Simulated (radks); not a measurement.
Task: These are the eigenvalues of the occupied orbitals of an atom or ion with whole-number occupations (hartree). Calculated with a radial shooting solver on a logarithmic mesh with Libxc functionals: scalar-relativistic Kohn-Sham, PBEsol, spin-polarised, spherical densities, finite nucleus; Fermi nuclear charge, rms radius of each element as measured or else 0.836 A^(1/3) + 0.57 fm.

orbital  eigenvalue
1s up     -849.0939
1s down   -849.0917
2s up     -125.6913
2s down   -125.6655
2p up     -112.9772
2p down   -112.9571
3s up     -24.87187
3s down   -24.85567
3p up     -20.69472
3p down   -20.67665
3d up     -14.01878
3d down   -13.99327
4s up      -5.86720
4s down    -5.75289
4p up      -4.64118
4p down    -4.52092
4d up      -2.82473
5s up      -2.05066

Which element is it, and in what charge state? The configuration may be excited. Open shells, if any, are filled with parallel spins first.

Result: Z = 45, rhodium, charge +5: Rh5+ in [Kr] 4d3 5s1. The list shows which subshells hold electrons but not how many an open one holds; the 1s level, -849.09 hartree, gives Z - s = 41.2 by -(Z - s)^2/2, which with screening and relativity narrows Z to a few neighbours, and the depths of the outer levels then fix element, charge and occupations together.
